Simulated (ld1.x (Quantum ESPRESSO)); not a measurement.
**aluminium: one change to a TM potential, before and after**

ld1.x (Quantum ESPRESSO) 7.5 input, shortened:

```
&input
   title='Al', zed=13., rel=1, dft='PBE', iswitch=3,
   config='[Ne] 3s2 3p1'
 /
 &inputp
   pseudotype=2, tm=.true., lloc=1,
   nlcc=.true., new_core_ps=.true., rcore=1.30
 /
2
3S  1  0   2.00   0.00  1.85  1.85  0.0
3P  2  1   1.00   0.00  2.60  2.60  0.0
 &test
   configts(1)='3s2 3p1'
 /
```

Change: wave 3p (bound): rc 2.60 bohr becomes 3p (bound): rc 3.58 bohr.

Cutoffs: the cutoffs (Ry, on a coarse ladder) from which the occupation-weighted sum of valence levels, in a spherical-Bessel basis at the reference potential, stays within 10 and 1 mRy of its value at 400 Ry; they do not see the model core or the augmentation charge, which bear on the density cutoff. Errors are all-electron minus pseudo energies relative to the spin-unpolarised reference configuration.

Predict the effect on cutoff, ghosts and configuration errors.

The potential gets neither clearly harder nor softer (10 Ry and 30 Ry → 10 Ry and 30 Ry); of the 7 tests that both files solve, the error grows in 2 and shrinks in 2 by more than 15 % and 0.3 meV (median size 0.9 → 1.2 meV); neither file shows a bound ghost.

```tsv
quantity	base	changed
cutoff, loose	10 Ry	10 Ry
cutoff, tight	30 Ry	30 Ry
bound ghosts	none	none
error for 3s2 3p0, meV [ΔE 5.76 eV]	+0.2	-1.2
error for 3s1 3p0, meV [ΔE 24.99 eV]	+5.0	-3.6
error for 3s2 3p0.5, meV [ΔE 2.09 eV]	0.0	-0.1
error for 3s1 3p1, meV [ΔE 11.57 eV]	+0.9	+4.5
error for 3s2 3p1.3, meV [ΔE -0.57 eV]	0.0	+0.1
error for 3s0 3p3, meV [ΔE 10.45 eV]	-7.0	+6.0
error for 3s1 3p2, meV [ΔE 5.14 eV]	-1.9	+1.1
```
